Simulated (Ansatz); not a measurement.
Consider the cleavage of the Si–B bond: `[AlH2][B]([SiH3])O[SiH3]` + `C[SeH]` → `C[Se][SiH3]` + `[AlH2][BH]O[SiH3]`.

Isolated molecules relaxed with PBE0-D4/def2-TZVP in Ansatz; ΔE leaves out vibrations. CBS: MP2 limit from def2 TZ/QZ plus the TZ coupled-cluster correction, frozen cores. Functionals use def2-TZVPP. For Se outer-core shells are correlated without core-valence functions, which leaves a few kJ/mol of doubt a bond. Scalar relativity is left out up to krypton. Each species was taken in one conformer, which may not be the lowest.

```csv
species,PBE-QIDH energy (Eh)
`[AlH2][B]([SiH3])O[SiH3]`,-925.62702
`C[SeH]`,-2441.41802
`C[Se][SiH3]`,-2731.93549
`[AlH2][BH]O[SiH3]`,-635.13803
```

Question: Work out ΔE.

Answer: ΔE = (-2731.93549) + (-635.13803) − (-925.62702) − (-2441.41802) = -0.02848 Eh = -17.9 kcal/mol. CCSD(T)/CBS gives -18.1 kcal/mol.

Largest T1 diagnostic among the species: 0.014.

From PBE to PBE0 (25 % exact exchange), in def2-TZVPP and without D4, ΔE moves by −1.6 kcal/mol. Leaving LDA and LC-ωPBE aside and taking each functional with its dispersion term where it has one, the values, not all of them listed here, spread over 5.2 kcal/mol, from BHLYP-D4 to PBE-D4. LDA lies +3.0 kcal/mol from PBE without D4.
